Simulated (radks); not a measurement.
Task: Radial electron density D(r) = 4 pi r^2 rho(r) of an atom or ion with 65 electrons. Method: non-relativistic Kohn-Sham, TPSS, spin-polarised, spherical densities, point nucleus; meta-GGA in the generalised Kohn-Sham scheme; computed with a radial shooting solver on a logarithmic mesh with Libxc functionals.

```
   r/bohr * D(r) (the largest magnitude, 116, reaches the edge; | marks zero)
 0.001142 |*
 0.001309 | *
 0.001511 | *
 0.001732 |  *
    0.002 |   *
 0.002291 |    *
 0.002646 |     *
 0.003031 |       *
 0.003501 |         *
 0.004011 |           *
 0.004632 |              *
 0.005307 |                 *
 0.006129 |                    *
 0.007022 |                        *
 0.008109 |                           *
 0.009291 |                               *
  0.01073 |                                  *
  0.01229 |                                     *
   0.0142 |                                       *
  0.01627 |                                       *
  0.01878 |                                       *
  0.02152 |                                      *
  0.02485 |                                     *
  0.02848 |                                    *
  0.03289 |                                    *
  0.03768 |                                      *
  0.04351 |                                          *
  0.04985 |                                               *
  0.05757 |                                                   *
  0.06596 |                                                      *
  0.07617 |                                                      *
  0.08727 |                                                  *
   0.1008 |                                              *
   0.1155 |                                           *
   0.1334 |                                           *
   0.1528 |                                              *
   0.1764 |                                                *
   0.2022 |                                               *
   0.2335 |                                         *
   0.2675 |                                *
   0.3089 |                        *
   0.3539 |                      *
   0.4087 |                        *
   0.4683 |                          *
   0.5408 |                          *
   0.6196 |                      *
   0.7155 |                *
   0.8198 |           *
   0.9467 |       *
    1.085 |      *
    1.253 |    *
    1.435 |   *
    1.657 |  *
    1.899 | *
    2.193 |*
    2.512 |*
    2.902 *
    3.324 *
    3.839 *
    4.399 *
     5.08 *
```

What is the nuclear charge?

Result: Z = 67. The innermost maximum, from 1s, lies near 1/Z = 0.0149 bohr (found: 0.0167), and its height grows with Z. The density is that of the holmium ion Ho2+ in [Xe] 4f11; the configuration itself is not fixed sharply by these data, and Z only to a few units. D(r) has 4 maxima, at r = 0.0167, 0.0698, 0.184, 0.499 bohr, and minima at 0.0299, 0.123, 0.354 bohr, inside which lie 1.96, 11.39, 29.69 electrons.
